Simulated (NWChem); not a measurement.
System: SbH2O2Cl; SMILES [OH][Sb]([OH])[Cl]

NWChem input:

```
start job
memory heap 200 mb stack 900 mb global 1100 mb
geometry units angstroms noautoz
  Sb    -0.118546    -0.428611     0.414133
  Cl     0.186046     1.897549    -0.073763
  O      1.621715    -0.927183    -0.374198
  H      2.028561    -0.173124    -0.823365
  O     -1.264429    -0.900172    -1.114560
  H     -0.846330    -0.730121    -1.969886
end
basis spherical
  * library def2-svpd
end
ecp
  Sb library def2-ecp
end
dft
  xc xcamb88 1.00 lyp 0.81 vwn_5 0.19 hfexch 1.00
  cam 0.33 cam_alpha 0.19 cam_beta 0.46
  iterations 150
end
tddft
  cis
  nroots 6
  notriplet
end
task tddft energy
```

Parts of the log:

```
             Northwest Computational Chemistry Package (NWChem) 7.3.0
             --------------------------------------------------------

 C1  symmetry detected

                             Geometry "geometry" -> ""
                             -------------------------

 Output coordinates in angstroms (scale by  1.889725989 to convert to a.u.)

  No.       Tag          Charge          X              Y              Z
 ---- ---------------- ---------- -------------- -------------- --------------
    1 Sb                  51.0000    -0.00578863    -0.38444511     0.36217022
    2 Cl                  17.0000    -0.10173699     1.96382946    -0.10499097
    3 O                    8.0000     1.56964014    -0.65501074    -0.79686668
    4 H                    1.0000     1.77378799     0.14658653    -1.29850910
    5 O                    8.0000    -1.38940620    -0.99005887    -0.89923944
    6 H                    1.0000    -1.19091045    -0.76442989    -1.81847699

 Effective nuclear repulsion energy (a.u.)     505.1642521004

                                 NWChem DFT Module
                                 -----------------

 Summary of "ao basis" -> "ao basis" (spherical)
 ------------------------------------------------------------------------------
       Tag                 Description            Shells   Functions and Types
 ---------------- ------------------------------  ------  ---------------------
 Sb                        def2-svpd                12       32   5s4p3d
 Cl                        def2-svpd                11       27   5s4p2d
 O                         def2-svpd                 9       23   4s3p2d
 H                         def2-svpd                 4        8   2s2p

            General Information
            -------------------
          SCF calculation type: DFT
          Wavefunction type:  closed shell.
          No. of atoms     :     6
          No. of electrons :    58
           Alpha electrons :    29
            Beta electrons :    29
          Charge           :     0
          Spin multiplicity:     1
          Use of symmetry is: off; symmetry adaption is: off
          Maximum number of iterations: 150
          AO basis - number of functions:   121
                     number of shells:    49
          Convergence on energy requested:  1.00D-06
          Convergence on density requested:  1.00D-05
          Convergence on gradient requested:  5.00D-04

              XC Information
              --------------
                     Hartree-Fock (Exact) Exchange  1.000
                   CAM-Becke88 Exchange Functional  1.000
                      VWN V Correlation Functional  0.190 local
              Lee-Yang-Parr Correlation Functional  0.810

           Range-Separation Parameters
           ---------------------------
           Alpha           :  0.19
           Beta            :  0.46
           Gamma           :  0.33
           Short-Range HF  :     F

             Grid Information
             ----------------
          Grid used for XC integration:  medium
          Radial quadrature: Mura-Knowles
          Angular quadrature: Lebedev.
          Tag              B.-S. Rad. Rad. Pts. Rad. Cut. Ang. Pts.
          ---              ---------- --------- --------- ---------
          Sb                  1.45      123          11.0       590
          Cl                  1.00       88          12.0       590
          O                   0.60       49          12.0       434
          H                   0.35       45          12.0       434
          Grid pruning is: on
          Number of quadrature shells:   399
          Spatial weights used:  Erf1

      Superposition of Atomic Density Guess
      -------------------------------------

 Sum of atomic energies:        -887.32520126

      Non-variational initial energy
      ------------------------------

 Total energy =    -849.452467
 1-e energy   =   -1795.385227
 2-e energy   =     678.007628
 HOMO         =      -0.326612
 LUMO         =      -0.008569

   convergence    iter        energy       DeltaE   RMS-Dens  Diis-err
 ---------------- ----- ----------------- --------- --------- ---------
 d= 0,ls=0.0,diis     1   -851.7608434715 -1.12D+03  1.86D-02  1.06D+00
 d= 0,ls=0.0,diis     2   -851.6985527896  6.23D-02  7.57D-03  1.93D+00
 d= 0,ls=0.0,diis     3   -851.8867275421 -1.88D-01  1.34D-03  2.50D-02
 d= 0,ls=0.0,diis     4   -851.8888815857 -2.15D-03  5.78D-04  4.60D-03
 d= 0,ls=0.0,diis     5   -851.8894672577 -5.86D-04  9.22D-05  1.03D-04
  Resetting Diis
 d= 0,ls=0.0,diis     6   -851.8894791057 -1.18D-05  3.73D-05  2.93D-05
 d= 0,ls=0.0,diis     7   -851.8894819554 -2.85D-06  2.88D-05  5.18D-06
 d= 0,ls=0.0,diis     8   -851.8894813986  5.57D-07  1.60D-05  1.25D-05
 d= 0,ls=0.0,diis     9   -851.8894825899 -1.19D-06  2.67D-06  4.80D-08
 d= 0,ls=0.0,diis    10   -851.8894826005 -1.06D-08  1.69D-06  1.20D-08

         Total DFT energy =     -851.889482600459
      One electron energy =    -1797.052313063301
           Coulomb energy =      742.767034013562
    Exchange-Corr. energy =      -65.529335641265
 Nuclear repulsion energy =      267.925132090545

 Numeric. integr. density =       57.999992145464

                       DFT Final Molecular Orbital Analysis
                       ------------------------------------

 Vector   27  Occ=2.000000D+00  E=-3.916639D-01
              MO Center=  1.5D-01,  9.5D-01, -3.1D-01, r^2= 3.8D+00
   Bfn.  Coefficient  Atom+Function         Bfn.  Coefficient  Atom+Function
  ----- ------------  ---------------      ----- ------------  ---------------
    44      0.367668  2 Cl px                41      0.288518  2 Cl px
    64      0.271220  3 O  px                45     -0.235122  2 Cl py
    46     -0.229619  2 Cl pz                67      0.197744  3 O  px
    95      0.196055  5 O  px                43     -0.181093  2 Cl pz
    42     -0.175726  2 Cl py                38      0.166273  2 Cl px

 Vector   28  Occ=2.000000D+00  E=-3.855990D-01
              MO Center= -3.0D-01,  1.1D+00, -3.2D-01, r^2= 3.4D+00
   Bfn.  Coefficient  Atom+Function         Bfn.  Coefficient  Atom+Function
  ----- ------------  ---------------      ----- ------------  ---------------
    44      0.412720  2 Cl px                41      0.324259  2 Cl px
    96      0.307082  5 O  py                46      0.279481  2 Cl pz
    43      0.219591  2 Cl pz                99      0.220592  5 O  py
    38      0.186543  2 Cl px                45      0.151880  2 Cl py
    40      0.126324  2 Cl pz                42      0.117397  2 Cl py

[...]

                                NWChem TDDFT Module
                                -------------------

            General Information
            -------------------
           No. of orbitals :     242
            Alpha orbitals :     121
             Beta orbitals :     121
        Alpha frozen cores :       0
         Beta frozen cores :       0
     Alpha frozen virtuals :       0
      Beta frozen virtuals :       0
         Spin multiplicity :       1
    Number of AO functions :     121
        Use of symmetry is : off
      Symmetry adaption is : off
         Schwarz screening :  0.10D-07

              XC Information
              --------------
              Hartree-Fock (Exact) Exchange   1.00
            CAM-Becke88 Exchange Functional   1.00
               VWN V Correlation Functional   0.19 local
       Lee-Yang-Parr Correlation Functional   0.81
           Alpha           :  0.19
           Beta            :  0.46
           Gamma           :  0.33

             TDDFT Information
             -----------------
          Calculation type : Tamm-Dancoff TDDFT
         Wavefunction type : Restricted singlets
          No. of electrons :      58
           Alpha electrons :      29
            Beta electrons :      29
              No. of roots :       6
          Max subspacesize :    5200
            Max iterations :     100
               Target root :       1
           Target symmetry : none
      Symmetry restriction : off
                 Algorithm : Optimal
        Davidson threshold :  0.10D-03

    6 smallest eigenvalue differences (eV)
--------------------------------------------------------
  No. Spin  Occ  Vir  Irrep   E(Occ)    E(Vir)   E(Diff)
--------------------------------------------------------
    1    1   29   30 a        -0.366    -0.029     9.174
    2    1   29   31 a        -0.366    -0.010     9.695
    3    1   28   30 a        -0.386    -0.029     9.711
    4    1   27   30 a        -0.392    -0.029     9.876
    5    1   28   31 a        -0.386    -0.010    10.232
    6    1   26   30 a        -0.406    -0.029    10.263
--------------------------------------------------------

  Entering Davidson iterations
  Restricted singlet excited states

  Iter   NTrls   NConv    DeltaV     DeltaE      Time
  ----  ------  ------  ---------  ---------  ---------
    1      6       0     0.15E+00   0.10+100       24.7
    2     12       0     0.49E-01   0.35E-01       24.7
    3     18       0     0.30E-01   0.67E-02       24.9
    4     24       0     0.30E-01   0.34E-02       25.0
    5     30       0     0.22E-01   0.23E-02       25.0
    6     36       0     0.91E-02   0.68E-03       25.2
    7     42       0     0.50E-02   0.14E-03       25.0
    8     48       2     0.30E-02   0.44E-04       25.0
    9     52       3     0.11E-02   0.89E-05       22.8
   10     55       5     0.39E-03   0.13E-05       22.1
   11     56       5     0.16E-03   0.17E-06       19.8
   12     57       6     0.75E-04   0.25E-07       19.8
  ----  ------  ------  ---------  ---------  ---------
  Convergence criterion met

  Ground state a        -851.889482600459 a.u.

  ----------------------------------------------------------------------------
  Root   1 singlet a              0.221559064 a.u.                6.0289 eV
  ----------------------------------------------------------------------------
     Transition Moments    X  0.11539   Y -0.72060   Z  0.13969
     Dipole Oscillator Strength                    0.0815474331
     Electric Quadrupole                           0.0000000419
     Magnetic Dipole                               0.0000014594
     Total Oscillator Strength                     0.0815489344

     Occ.   25  a   ---  Virt.   30  a       -0.14250
     Occ.   26  a   ---  Virt.   30  a       -0.23471
     Occ.   27  a   ---  Virt.   30  a        0.20288
     Occ.   27  a   ---  Virt.   31  a        0.07370
     Occ.   27  a   ---  Virt.   32  a        0.10564
     Occ.   28  a   ---  Virt.   31  a        0.07914
     Occ.   28  a   ---  Virt.   32  a       -0.06842
     Occ.   29  a   ---  Virt.   30  a        0.90608
     Occ.   29  a   ---  Virt.   32  a        0.05882
  ----------------------------------------------------------------------------
  Root   2 singlet a              0.229802380 a.u.                6.2532 eV
  ----------------------------------------------------------------------------
     Transition Moments    X  0.04054   Y -0.02272   Z  0.11952
     Dipole Oscillator Strength                    0.0025192004
     Electric Quadrupole                           0.0000000565
     Magnetic Dipole                               0.0000000960
     Total Oscillator Strength                     0.0025193529

     Occ.   25  a   ---  Virt.   30  a       -0.08241
     Occ.   26  a   ---  Virt.   30  a        0.05099
     Occ.   27  a   ---  Virt.   30  a       -0.16738
     Occ.   27  a   ---  Virt.   31  a       -0.05301
     Occ.   28  a   ---  Virt.   30  a       -0.93095
     Occ.   28  a   ---  Virt.   31  a       -0.08172
     Occ.   28  a   ---  Virt.   32  a       -0.10425
     Occ.   28  a   ---  Virt.   35  a       -0.06508
     Occ.   28  a   ---  Virt.   36  a        0.05500
     Occ.   29  a   ---  Virt.   31  a        0.21055
     Occ.   29  a   ---  Virt.   32  a       -0.05158
  ----------------------------------------------------------------------------
  Root   3 singlet a              0.235843044 a.u.                6.4176 eV
  ----------------------------------------------------------------------------
     Transition Moments    X  0.14482   Y -0.24573   Z -0.10430
     Dipole Oscillator Strength                    0.0145016348
     Electric Quadrupole                           0.0000000407
     Magnetic Dipole                               0.0000004852
     Total Oscillator Strength                     0.0145021607

     Occ.   26  a   ---  Virt.   30  a       -0.24559
     Occ.   27  a   ---  Virt.   30  a       -0.91368
     Occ.   28  a   ---  Virt.   30  a        0.10900
     Occ.   28  a   ---  Virt.   31  a        0.06113
     Occ.   28  a   ---  Virt.   32  a       -0.05811
     Occ.   29  a   ---  Virt.   30  a        0.12575
     Occ.   29  a   ---  Virt.   31  a       -0.20350
  ----------------------------------------------------------------------------
  Root   4 singlet a              0.242536118 a.u.                6.5997 eV
  ----------------------------------------------------------------------------
     Transition Moments    X -0.61027   Y -0.29546   Z  0.08429
     Dipole Oscillator Strength                    0.0754808062
     Electric Quadrupole                           0.0000001641
     Magnetic Dipole                               0.0000029666
     Total Oscillator Strength                     0.0754839369

     Occ.   24  a   ---  Virt.   32  a        0.05548
     Occ.   25  a   ---  Virt.   30  a        0.08645
     Occ.   25  a   ---  Virt.   31  a       -0.14635
     Occ.   26  a   ---  Virt.   30  a       -0.06577
     Occ.   26  a   ---  Virt.   32  a       -0.16210
     Occ.   27  a   ---  Virt.   30  a       -0.13773
     Occ.   27  a   ---  Virt.   31  a       -0.16330
     Occ.   27  a   ---  Virt.   32  a       -0.10870
     Occ.   28  a   ---  Virt.   30  a        0.19027
     Occ.   28  a   ---  Virt.   31  a        0.27210
     Occ.   29  a   ---  Virt.   30  a        0.07269
     Occ.   29  a   ---  Virt.   31  a        0.85337
     Occ.   29  a   ---  Virt.   32  a        0.05182
  ----------------------------------------------------------------------------
  Root   5 singlet a              0.251952923 a.u.                6.8560 eV
  ----------------------------------------------------------------------------
     Transition Moments    X -0.21980   Y  0.20463   Z -0.19247
     Dipole Oscillator Strength                    0.0213713535
     Electric Quadrupole                           0.0000001570
     Magnetic Dipole                               0.0000003389
     Total Oscillator Strength                     0.0213718494

     Occ.   25  a   ---  Virt.   30  a        0.14778
     Occ.   26  a   ---  Virt.   30  a       -0.68901
     Occ.   26  a   ---  Virt.   32  a        0.09642
     Occ.   27  a   ---  Virt.   30  a        0.08750
     Occ.   28  a   ---  Virt.   31  a       -0.62055
     Occ.   28  a   ---  Virt.   32  a        0.08294
     Occ.   29  a   ---  Virt.   30  a       -0.08263
     Occ.   29  a   ---  Virt.   31  a        0.18331
     Occ.   29  a   ---  Virt.   32  a       -0.15256
  ----------------------------------------------------------------------------
  Root   6 singlet a              0.254059099 a.u.                6.9133 eV
  ----------------------------------------------------------------------------
     Transition Moments    X -0.20480   Y -0.32883   Z  0.35259
     Dipole Oscillator Strength                    0.0464740032
     Electric Quadrupole                           0.0000001119
     Magnetic Dipole                               0.0000005291
     Total Oscillator Strength                     0.0464746442

[...]
```

Level: CAM-B3LYP/def2-SVPD with def2 effective core potentials on Sb, TDA. The geometry was optimised at PBE0/def2-SVP. Not confirmed as a minimum by frequencies. def2 effective core potentials on Sb; no spin-orbit coupling.
